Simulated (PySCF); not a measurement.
These compounds are isomers of formula C₈H₁₁P.

A. `C1=CP(C2CC2)C=CC1`
B. SMILES C#CP=C=C(C)C(C)C
C. `InChI=1S/C8H11P/c1-6-4-5-9-8(3)7(6)2/h4-5H,1-3H3`
D. SMILES C#CCP=C=C(C)CC

Spectrum 1. 1H NMR (400 MHz, computed): δ 8.86 (m, 1H), 7.94 (m, 1H), 2.89 (m, 3H), 2.52 (s, 3H), 2.43 (s, 3H). 13C{1H} NMR (computed): δ 176.2 (C), 163.6 (CH), 145.9 (C), 143.9 (C), 139.6 (CH), 27.8 (CH3), 26.7 (CH3), 19.1 (CH3).

Spectrum 2. 1H NMR (400 MHz, computed): δ 6.66 (m, 2H), 6.43 (m, 2H), 2.84 (m, 2H), 0.84 (m, 1H), 0.80 (m, 2H), 0.55 (m, 2H). 13C{1H} NMR (computed): δ 138.2 (CH), 134.8 (CH), 33.2 (CH2), 13.5 (CH), 5.4 (CH2).

Spectrum 3. 1H NMR (400 MHz, computed): δ 2.59 (m, 1H), 2.09 (s, 3H), 1.73 (sept, 1H), 1.25 (d, 6H). 13C{1H} NMR (computed): δ 278.0 (C), 136.4 (C), 101.7 (CH), 85.8 (C), 38.1 (CH), 25.0 (CH3), 23.9 (CH3).

Spectrum 4. 1H NMR (400 MHz, computed): δ 2.75 (m, 2H), 2.21 (q, 2H), 2.04 (s, 3H), 1.69 (t, 1H), 1.19 (t, 3H). 13C{1H} NMR (computed): δ 266.3 (C), 131.4 (C), 86.5 (C), 78.6 (CH), 34.9 (CH2), 23.3 (CH2), 21.2 (CH3), 15.8 (CH3).

Computational details: shieldings: GIAO PBE0/pcSseg-1, structure optimised with GFN2-xTB, in PySCF 2.14 (fast rotation and ring inversion assumed for equivalent nuclei, non-relativistic, one computed conformer, no solvent model).

δ = σ(ref) − σ, references computed at the same level: TMS for 1H (31.72 ppm) and 13C (186.93 ppm). Splittings of carbon signals by F and P are missing where no couplings were computed. Where no couplings were computed, multiplicities follow the n + 1 count of equivalent neighbours, and m marks all less simple cases (inequivalent or close neighbours, rings, F or P nearby). Shifts are as computed. Against solution values, carbons near 30 ppm lie about +3 ppm off and those near 130 ppm about +5 ppm. Of 1211 compounds with measured shifts, 218 miss one by over three times the rms of a fit or turn the order of signals round; such compounds aren't used in these exercises.

Q: Match each spectrum to its structure.

A: 1–C, 2–A, 3–B, 4–D.

- Spectrum 1 (C): 8 13C signals; δC 139.6 is an aromatic CH; δC 27.8 is a methyl carbon on an aromatic ring.
- Spectrum 2 (A): 5 13C signals; δC 138.2 is an alkene CH; δC 134.8 is an alkene CH.
- Spectrum 3 (B): 7 13C signals; δC 136.4 is a fully substituted alkene carbon; δC 101.7 is a terminal alkyne carbon.
- Spectrum 4 (D): 8 13C signals; δC 131.4 is a fully substituted alkene carbon; δC 86.5 is an alkyne carbon.
